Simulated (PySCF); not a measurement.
# WCl₂ + NH₃ → H₃WN + Cl₂

Level: PBE0 in the def2-TZVP basis family, computed in PySCF with density fitting; scalar-relativistic core potentials for atoms from Rb on, none lighter, no spin–orbit coupling; open shells unrestricted.

| species | state and structure | E (Eh) | ZPE (kJ/mol) | H(298 K) − H(0) (kJ/mol) | S° (J/(mol K)) |
| --- | --- | --- | --- | --- | --- |
| WCl₂ | quintet, C2v, W–Cl 2.267 Å (×2); Cl–W–Cl 141.3° | -987.23973 | 5.1 | 13.7 | 322.9 |
| NH₃ | singlet, C3v, N–H 1.013 Å (×3); H–N–H 107.1° (×3) | -56.51312 | 90.6 | 10.0 | 192.4 |
| H₃WN | singlet, C3v, W–H 1.715 Å (×3), W–N 1.649 Å; H–W–H 118.0° (×3), H–W–N 98.2° (×3) | -123.52927 | 65.7 | 11.2 | 259.6 |
| Cl₂ | singlet, D∞h, Cl–Cl 1.982 Å | -920.08940 | 3.5 | 9.1 | 222.5 |

(1) What is the electronic reaction energy?

(2) Add zero-point, thermal and entropy terms for 298.15 K and 1 bar.

Answers

(1) At PBE0/def2-TZVP, ΔE = 352.3 kJ/mol from the differences of the total energies times 2625.5, uphill. 

(2) ΔZPE = -26.5 and Δ[H(298) − H(0)] = -3.4 kJ/mol give ΔH° = 322.4 kJ/mol. ΔS° = -33.2 J/(mol K), so ΔG° = 322.4 − 298.15 × (-0.0332) = 332 kJ/mol.

Spin–orbit coupling can matter for WCl₂, H₃WN and is left out. Open d or f shells are single determinants, so the state found may not be the ground state. Each species is the lowest minimum found with this bonding; other isomers or fragments can lie lower.
